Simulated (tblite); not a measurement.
A tight-binding relaxation on `C[NH2+][BH2-][C@H]1C[C@@H](S)C1`.

Computed with GFN2-xTB geometry optimisation, gas phase (tblite 0.8.0). Start geometry: from a force field or distance geometry. A driver script takes a list of jobs; this job's settings line and coordinates (Å) are shown.

Command:
```bash
OMP_NUM_THREADS=1 python probes_run.py task.json out
```

Input:
```
{"job": {"kind": "relax", "xc": "GFN2-xTB", "basis": "xTB"}, "charge": 0, "multiplicity": 1}
C     -3.122400     0.463000     0.489100
N     -1.842600     0.544300    -0.164300
B     -0.996800    -0.739500     0.078600
C      0.379900    -0.464800    -0.641900
C      1.002000     0.785900    -0.030000
C      2.331800     0.093000    -0.292000
S      3.640700     0.457200     0.885900
C      1.583700    -1.202600    -0.067800
H     -3.870100     0.840000    -0.252600
H     -3.095600     1.144700     1.361700
H     -3.372000    -0.588200     0.768000
H     -1.285100     1.343600     0.227100
H     -1.913100     0.672500    -1.172200
H     -0.920000    -0.980900     1.227800
H     -1.586000    -1.597800    -0.492400
H      0.383900    -0.496000    -1.722600
H      0.915700     1.674300    -0.681200
H      0.764300     0.942700     1.037100
H      2.678500     0.204800    -1.327400
H      4.860400     0.424800     0.165100
H      1.965400    -1.967300    -0.770200
H      1.486900    -1.534200     0.972700
```

Output:
```
step      E/eV     max force
  0    -685.34499    2.560
  1    -685.70357    1.203
  2    -685.90250    0.980
  3    -686.05154    0.929
  4    -686.11318    0.560
  5    -686.14638    0.559
  6    -686.16905    0.481
  7    -686.19633    0.419
  8    -686.21584    0.326
  9    -686.22842    0.195
... (90 lines left out)
100    -686.43407    0.016
101    -686.43413    0.018
102    -686.43419    0.019
103    -686.43423    0.018
104    -686.43428    0.014
105    -686.43434    0.014
106    -686.43438    0.011
107    -686.43440    0.010
108    -686.43442    0.010
109    -686.43443    0.008
```

«max force» is the largest atomic force in eV/Å.

Problem. From which step on does the largest force stay under 0.1 eV/Å, and how much energy is left to gain from there?

Solution. From step 46 (0.088 eV/Å), 18.8 meV above the end.

Summary of the converged run: energy lowered by 25.1 kcal/mol over 109 steps; largest atomic force 0.008 eV/Å at the end.

Problem. Where do the atoms end?

Solution. 0.435 Å rms from the input after alignment:
```
atom  x, y, z in Å
C1    -3.2789    0.4069    0.4989
N2    -1.9799    0.4724   -0.1631
B3    -0.9323   -0.7285    0.2345
C4     0.4133   -0.3704   -0.6065
C5     1.1459    0.9581   -0.2936
C6     2.4712    0.2037   -0.3661
S7     3.6868    0.6072    0.9465
C8     1.7157   -1.1186   -0.2448
H9    -3.9338    1.2281    0.2005
H10   -3.1277    0.4390    1.5754
H11   -3.7531   -0.5407    0.2532
H12   -1.5012    1.3382    0.0706
H13   -2.0912    0.4359   -1.1726
H14   -0.7768   -0.6520    1.4123
H15   -1.4386   -1.7493   -0.1126
H16    0.2550   -0.4411   -1.6889
H17    1.0304    1.7891   -0.9915
H18    0.9500    1.3064    0.7206
H19    2.9811    0.3257   -1.3235
H20    4.4252   -0.4856    0.7741
H21    2.0374   -1.9226   -0.9054
H22    1.6909   -1.4825    0.7805
```

Problem. How long does this job take on one thread, Intel Xeon at 2.50 GHz (x86_64), no GPU, shared host?

Solution. About 2.4 s.
Labels such as C1 count atoms from 1, the log's own numbers from 0.
